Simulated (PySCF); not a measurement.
These compounds are isomers of formula C5H9FN2Si.

A. `C[C@H](N[SiH3])/C(C#N)=C/F`
B. SMILES N#C[C@]1(F)CCNC[SiH2]1
C. `CCn1nc(F)cc1[SiH3]`

Spectrum 1. 1H NMR (400 MHz, computed): δ 6.09 (m, 1H), 4.48 (s, 3H), 4.13 (q, 2H), 1.42 (t, 3H). 13C{1H} NMR (computed): δ 173.5 (C), 133.2 (C), 107.0 (CH), 50.7 (CH2), 19.5 (CH3).

Spectrum 2. 1H NMR (400 MHz, computed): δ 4.33 (m, 1H), 3.96 (m, 1H), 3.43 (m, 1H), 3.17 (m, 1H), 2.74 (m, 1H), 2.68 (m, 1H), 2.53 (m, 1H), 1.66 (m, 1H), -0.56 (br s, 1H). 13C{1H} NMR (computed): δ 124.0 (C), 82.3 (C), 49.4 (CH2), 44.3 (CH2), 36.2 (CH2).

Spectrum 3. 1H NMR (400 MHz, computed): δ 7.15 (m, 1H), 4.65 (s, 3H), 3.47 (q, 1H), 1.46 (d, 3H), -0.34 (br s, 1H). 13C{1H} NMR (computed): δ 170.7 (CH), 118.9 (C), 109.8 (C), 55.0 (CH), 28.6 (CH3).

[PySCF 2.14: structure optimised with GFN2-xTB; NMR shieldings at PBE0/pcSseg-1/GIAO; non-relativistic Hamiltonian; no solvent; equivalent nuclei averaged; one computed conformer]

References, each an isolated molecule treated in the same way: TMS for 1H (31.72 ppm) and 13C (186.93 ppm). Splittings of carbon signals by F and P are missing where no couplings were computed. Where no couplings were computed, multiplicities follow the n + 1 count of equivalent neighbours, and m marks all less simple cases (inequivalent or close neighbours, rings, F or P nearby). Shifts are as computed. Against solution values, carbons near 30 ppm lie about +3 ppm off and those near 130 ppm about +5 ppm. Of 1211 compounds with measured shifts, 218 miss one by over three times the rms of a fit or turn the order of signals round; such compounds aren't used in these exercises. OH and NH positions are gas-phase values without hydrogen bonding to other molecules.

Question: Match each spectrum to its structure.

Answer: 1–C, 2–B, 3–A.

- Spectrum 1 (C): 5 13C signals; δC 173.5 is an aromatic carbon bearing fluorine; δC 50.7 is an sp3 CH2 bonded to N.
- Spectrum 2 (B): 5 13C signals; δC 124.0 is a nitrile carbon; δC 82.3 is a fully substituted sp3 carbon bonded to F and Si, α to a nitrile.
- Spectrum 3 (A): 5 13C signals; δC 118.9 is a nitrile carbon; δC 109.8 is a fully substituted alkene carbon.
